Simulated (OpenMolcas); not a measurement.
Levels of Xe3+ by method

```json
{"Program": "OpenMolcas 26.06", "Basis": "ANO-RCC-VTZP [7s6p4d2f1g]", "Scalar Hamiltonian": "DKH2, point nucleus", "Active space": "5 electrons in 9 orbitals (RAS2 5s 5p; RAS3 5d, at most 2 electrons)", "State averaging": "2S+1 = 4 odd, 1 root; 2S+1 = 2 odd, 11 roots; 2S+1 = 4 even, 3 roots; 2S+1 = 2 even, 9 roots", "Spin-orbit coupling": "state interaction with AMFI integrals over the reference wave functions, term energies averaged over their components"}
```

Methods on the same reference wave functions:
A. RASSCF
B. SS-RASPT2, IPEA 0.25 Eh, imaginary shift 0.1 Eh (closed shells correlated: 4d)
C. MS-RASPT2, IPEA 0.25 Eh, imaginary shift 0.1 Eh (closed shells correlated: 4d)
D. XMS-RASPT2, IPEA 0.25 Eh, imaginary shift 0.1 Eh (closed shells correlated: 4d)

Energies in cm-1 above 5s2 5p3 4S* 3/2, the measured ground level; measured values from Saloman, J. Phys. Chem. Ref. Data 33, 765 (2004).

| Level | A | B | C | D | Measured |
| --- | --- | --- | --- | --- | --- |
| 5s2 5p3 4S* 3/2 | 0.0 | 0.0 | 0.0 | 0.0 | 0.0 |
| 5s2 5p3 2D* 3/2 | 16857 | 13740 | 13740 | 13530 | 13267 |
| 5s2 5p3 2D* 5/2 | 20779 | 17370 | 17400 | 17140 | 17511 |
| 5s2 5p3 2P* 1/2 | 31464 | 28690 | 28500 | 28470 | 28036 |
| 5s2 5p3 2P* 3/2 | 37318 | 34540 | 34480 | 34390 | 35650 |
| 5s 5p4 4P 5/2 | 96652 | 99750 | 99780 | 99520 | 99664 |
| 5s 5p4 4P 3/2 | 103059 | 106200 | 106230 | 105980 | 106923 |
| 5s 5p4 4P 1/2 | 105425 | 108430 | 108460 | 108210 | 109254 |

Deviations, from unrounded energies. A percentage is the sum of absolute deviations over the sum of measured energies, with the sign that they share, or ± where signs differ.

```tsv
Against measurement	Levels	A	B	C	D
mean absolute deviation (cm-1)	7	3200	570	540	640
other terms of the ground configuration (%)	4	+12.7	±2.5	±2.3	±2.5
other configurations (%)	3	-3.4	±0.5	±0.5	-0.7
```

B, C lie about equally close to measurement and A furthest from it. The largest miss of C in the table is 5s2 5p3 2P* 3/2, by -1200 cm-1. The ranking rests on the paired levels alone, and a cruder setting can come out closer through cancelling errors.

Among B to D the level of the table that moves most is 5s2 5p3 2D* 5/2, by 260 cm-1 (lowest in D, highest in C). Moves below CASPT2's spread within the term are not significant.

The two smallest mean deviations differ by little beside CASPT2's spread within terms, so their order carries little weight.

From A to B the spin-free energies of the other terms of 5s2 5p3 shown, above 4S*, scale by factors of 0.80 to 0.90.

The lowest spin-free term lies below A's lowest term by 0.473 hartree in B, 0.473 hartree in C, 0.473 hartree in D.

Term energies are means over components that CASPT2 splits; among the terms shown or strongly mixed into the levels shown the widest spread is 69 cm-1 (5s2 5p3 2D*, D). The run also gave levels led by 5s2 5p2 5d, which use shells meant for correlation; these and all levels above them are left out. Some terms mix strongly with configurations of 5d, whose occupation reaches 0.28 (5s 5p4 4P, 5s 5p4 2D). Computed and measured levels are paired by configuration, term and J; levels that our copy of the source lacks, or whose pairing is in doubt (as where it misses far off the trend of its configuration), stay unpaired and out of the deviations. Only configurations of the active space appear. Levels that lie high or do not pair safely by name in every column are left out.

* marks odd parity.
